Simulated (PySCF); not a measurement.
# Correlation energy of Si (silicon, neutral)

[Ne] 3s1 3p3, high-spin 5S determinant (an excited configuration). Calculation: PySCF 2.14, in ANO-RCC-VTZP (5s4p2d1f, 34 functions); scalar relativity by spin-free X2C-1e. Frozen: [Ne]; 4 electrons correlated.

| level | correlation energy (mhartree) |
| --- | --- |
| CCSD | -30.20 |
| (T) | -0.53 |
| CCSD(T) | -30.73 |
| CCSDT | -30.93 |

Diagnostics: T1 = 0.0022, D1 = 0.0059, largest double amplitude 0.060.

Cost of the coupled-cluster step: about 0.5 core-seconds, for 4 correlated electrons.

Iterations:

```
CC2 = 0
CCSD nocc = (np.int64(4), np.int64(0)), nmo = (29, 29)
frozen orbitals [[0, 1, 2, 3, 4], [0, 1, 2, 3, 4]]
max_cycle = 100
direct = 0
conv_tol = 1e-08
conv_tol_normt = 1e-06
diis_space = 8
diis_start_cycle = 0
Init t2, MP2 energy = -0.0216216941903411
Init E_corr(UCCSD) = -0.0216216941952632
cycle = 1  E_corr(UCCSD) = -0.0276355733991832  dE = -0.0060138792  norm(t1,t2) = 0.0351617
cycle = 2  E_corr(UCCSD) = -0.0293912936648654  dE = -0.00175572027  norm(t1,t2) = 0.0113058
cycle = 3  E_corr(UCCSD) = -0.0302028596720635  dE = -0.000811566007  norm(t1,t2) = 0.00378422
cycle = 4  E_corr(UCCSD) = -0.0301958731735328  dE = 6.98649853e-06  norm(t1,t2) = 0.000162581
cycle = 5  E_corr(UCCSD) = -0.0301959441693773  dE = -7.09958445e-08  norm(t1,t2) = 2.3533e-05
cycle = 6  E_corr(UCCSD) = -0.030195674964004  dE = 2.69205373e-07  norm(t1,t2) = 1.91696e-06
cycle = 7  E_corr(UCCSD) = -0.0301957830153675  dE = -1.08051363e-07  norm(t1,t2) = 4.1758e-07
cycle = 8  E_corr(UCCSD) = -0.0301957721351732  dE = 1.08801943e-08  norm(t1,t2) = 9.37477e-08
cycle = 9  E_corr(UCCSD) = -0.0301957688886011  dE = 3.2465721e-09  norm(t1,t2) = 4.2569e-08
UCCSD converged
E(UCCSD) = -289.3932222067784  E_corr = -0.03019576888860113
UCCSD(T) correction = -0.000534228521380871
```
